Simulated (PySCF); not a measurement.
Correlation energy of In (indium, neutral)

[Kr] 4d10 5s2 5p1, 2P determinant. Computed with PySCF 2.14 in def2-QZVPPD with the def2 core potential (28 electrons), with a scalar-relativistic core potential. Frozen: 4s2 4p6 4d10; 3 electrons correlated.

MP2 pair energies summed by pair of shells (mhartree):

| pair | energy | share (%) |
| --- | --- | --- |
| 5s-5s | -18.57 | 58.1 |
| 5s-5p | -13.38 | 41.9 |

Total MP2 correlation energy: -31.95 mhartree.

Same-spin part -2.33 and opposite-spin part -29.62 mhartree; SCS-MP2 scales them by 1/3 and 6/5 to -36.32 mhartree.
